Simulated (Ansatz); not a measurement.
Basis-set extrapolation for `O=CO[SiH2][SiH3]` (PBE0-D4/def2-TZVP geometry, frozen core, the Gaussian-basis code of Ansatz). Multiplicity 1, RHF reference.

```csv
,def2-TZVPP,def2-QZVPP
HF,-769.098990,-769.125801
MP2 correlation,-0.867410,-0.933808
CCSD(T) correlation,-0.947815,not run
```

Energies in hartree. Use E(X) = E(∞) + A·exp(−7.88·√X) for Hartree–Fock and E(X) = E(∞) + B·X^(−2.97) for correlation, with X = 3 and 4, and add CCSD(T) minus MP2 of the smaller set to the MP2 limit.

Q: What is the CCSD(T) energy at the basis-set limit?

A: HF limit: -769.125801 + (-0.026811) × 0.13774 = -769.12949. MP2 limit: -0.933808 + (-0.066398) × 0.74074 = -0.98299. Higher-order term: -0.947815 − (-0.867410) = -0.08040. Total: -770.19288 hartree, 3.97 eV below CCSD(T)/def2-TZVPP.
